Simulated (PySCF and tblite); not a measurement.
The numbers below are computed, except where a source is named.
C7H11FSe, numbered as in [CH2:1]=[CH:2][Se:3]/[C:4](=[CH:5]/[CH2:6][F:7])[CH2:8][CH3:9].

Conformers came from 200 starts (ETKDG, UFF, GFN2-xTB); geometries are GFN2-xTB. Weights use PBE0-D3(BJ)/6-31G* energies plus GFN2-xTB zero-point and thermal terms (modes under about 100 cm⁻¹ blended into free rotors). Symmetry numbers and mirror images are counted. Conformers within 3 kcal/mol (GFN2-xTB free energy) were kept, 10 at most. Programs: PySCF with density fitting and tblite.

Rotational constants are equilibrium values for the commonest isotopes; dipoles come from the energy level named.

Torsions listed: C1–C2–Se3–C4, C2–Se3–C4–C8, C4–C5–C6–F7, Se3–C4–C8–C9. Of a mirror pair one member is shown.

```
conformer                    shape   symmetry
        1   -156°, -150°, 57°, 81°  C1 (pair)
        2     -158°, 52°, 51°, 76°  C1 (pair)
        3   -162°, 56°, -163°, 82°  C1 (pair)
        4  157°, 149°, -164°, -81°  C1 (pair)
        5    156°, 151°, 66°, -80°  C1 (pair)
        6    158°, -54°, 59°, -76°  C1 (pair)
```

Not shown: 1 more, 4.3 % in all.

Question: Give the rotational constants and dipole components, as needed to look for these species in a jet-cooled rotational spectrum.

Answer: 
```
conformer  A (MHz)  B (MHz)  C (MHz)  abs μa (D)  abs μb (D)  abs μc (D)      κ  Ic−Ia−Ib (u Å²)
        1     1784      671      547        0.11        0.90        0.67  -0.80           -112.6
        2     2222      603      540        0.15        0.08        1.64  -0.93           -130.5
        3     1831      572      503        0.46        2.05        0.87  -0.90           -154.1
        4     1362      710      513        0.25        1.15        0.19  -0.54            -97.7
        5     1693      660      535        0.43        0.38        1.84  -0.78           -120.0
        6     1870      601      567        0.17        0.52        0.49  -0.95           -219.7
```

Question: Which type of transition is strongest for conformer 1?

Answer: b-type, since that component is clearly the largest; the top is asymmetric (κ = -0.80).

The minima are those of GFN2-xTB; planar forms about aryl–S or allylic bonds may be saddles in DFT.
